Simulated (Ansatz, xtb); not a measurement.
**Isomers of C3H10OS2Si in order of energy**

3 gas-phase structures of C3H10OS2Si, from a drawn sample of its isomers (lower ones may exist). Each was relaxed with GFN2-xTB; where two conformers were screened, the lower at r2SCAN-D4/def2-SVP is listed:

A. `CSC[Si@H](O)SC`, a singlet
B. `CS[SiH2]OCCS`, a singlet
C. `CO[SiH2]SCCS`, a singlet

Problem. Estimate their order in r2SCAN-D4/def2-SVP energy at these geometries, lowest first.

Solution. Calculated order at r2SCAN-D4/def2-SVP: A (0.0), B (12.7), C (15.3) kcal/mol.

Energies above the lowest of each column, in kcal/mol; the last columns are at PBE-D3(BJ)/def2-SVP geometries:

```tsv
structure	GFN2-xTB	HF/STO-3G	r2SCAN-D4/def2-SVP	PBE-D3(BJ)/def2-SVP	CCSD(T)/def2-SVP + ΔMP2/def2-TZVPP
A	7.2	0.0	0.0	0.0	0.0
B	0.0	8.2	12.7	11.7	15.4
C	0.1	14.7	15.3	12.9	17.9
```

CCSD(T)/def2-SVP + ΔMP2/def2-TZVPP puts A lowest; GFN2-xTB picks B. Flexible structures stand in one conformer each, not always the lowest. The ΔMP2 step shifts differences by up to 7.2 kcal/mol, which makes them less sure. ΔMP2 is the change of the MP2 energy from the smaller to the larger basis.

Programs: Ansatz 0.2.0, xtb 6.7.1.
